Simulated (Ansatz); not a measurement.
## Relative stability

The two ends of one reaction step of ZnH4SO, closed shell (PBE0-D4/def2-TZVP).

A:

```xyz
7
angstrom
Zn -0.0600 1.1831 -0.0139
S 0.9425 -1.1305 1.0590
O -0.3670 0.0537 -1.4026
H -0.1747 -1.4358 1.7382
H 0.0323 2.3721 0.9422
H 0.3988 -1.4629 -0.1334
H -0.7719 0.4203 -2.1894
```

B:

Zn1  (0.249, -0.383, -0.507)
S2  (0.970, -2.104, 0.566)
O3  (-0.328, 1.068, -1.356)
H4  (0.001, 1.313, 1.730)
H5  (-0.212, 1.720, 1.137)
H6  (-0.267, -2.602, 0.738)
H7  (-0.413, 0.988, -2.308)
(Å)

Computed with Ansatz 0.2.0 (basis: def2-TZVPP); correlated methods freeze the cores. The 3s and 3p shells of Cu and Zn are frozen; filled d shells are correlated. B3LYP uses VWN-RPA correlation.

**Question.** Which structure is lower at CCSD(T), and by how much? (An estimate is asked for; the value comes from the calculation.)

**Answer.** The calculation gives: B, by 9.46 kcal/mol (electronic energy, against the other). By their contacts, A is ZnH₄SO ([OH][ZnH][SH2]) and B is a complex of ZnH₂SO ([OH][Zn][SH]) + H₂.

All methods give the same order:

```json
{"method": "SPW92", "E(B) − E(A) (kcal/mol)": "-3.99"}
{"method": "PBE-D4", "E(B) − E(A) (kcal/mol)": "-8.53"}
{"method": "BLYP-D4", "E(B) − E(A) (kcal/mol)": "-8.78"}
{"method": "r2SCAN-D4", "E(B) − E(A) (kcal/mol)": "-8.89"}
{"method": "B97M-V", "E(B) − E(A) (kcal/mol)": "-7.07"}
{"method": "PBE0-D4", "E(B) − E(A) (kcal/mol)": "-8.81"}
{"method": "B3LYP-D4", "E(B) − E(A) (kcal/mol)": "-8.78"}
{"method": "r2SCAN0-D4", "E(B) − E(A) (kcal/mol)": "-9.11"}
{"method": "BHLYP-D4", "E(B) − E(A) (kcal/mol)": "-8.95"}
{"method": "CAM-B3LYP-D4", "E(B) − E(A) (kcal/mol)": "-7.81"}
{"method": "wB97X-V", "E(B) − E(A) (kcal/mol)": "-8.90"}
{"method": "wB97M-V", "E(B) − E(A) (kcal/mol)": "-8.58"}
{"method": "B2PLYP", "E(B) − E(A) (kcal/mol)": "-10.04"}
{"method": "PBE-QIDH", "E(B) − E(A) (kcal/mol)": "-9.93"}
{"method": "RPA on PBE", "E(B) − E(A) (kcal/mol)": "-8.81"}
{"method": "HF", "E(B) − E(A) (kcal/mol)": "-11.31"}
{"method": "MP2", "E(B) − E(A) (kcal/mol)": "-11.23"}
{"method": "CCSD", "E(B) − E(A) (kcal/mol)": "-9.38"}
{"method": "CCSD(T)", "E(B) − E(A) (kcal/mol)": "-9.46"}
```

No T1 diagnostic of these runs exceeds 0.016.

Labels in which every atom is bracketed show which atoms are joined, not bond orders.

For scale, one of the runs: CCSD(T)/def2-TZVPP, 193 basis functions, launched by `ansatz run in.yaml --threads 4 --pin off --events-out ev --progress --plain --max-ram 9574MiB`. Time: 41 s of wall clock on 4 CPU threads of an Arm Neoverse V1; the host was shared. Peak host memory: 2.1 GiB.
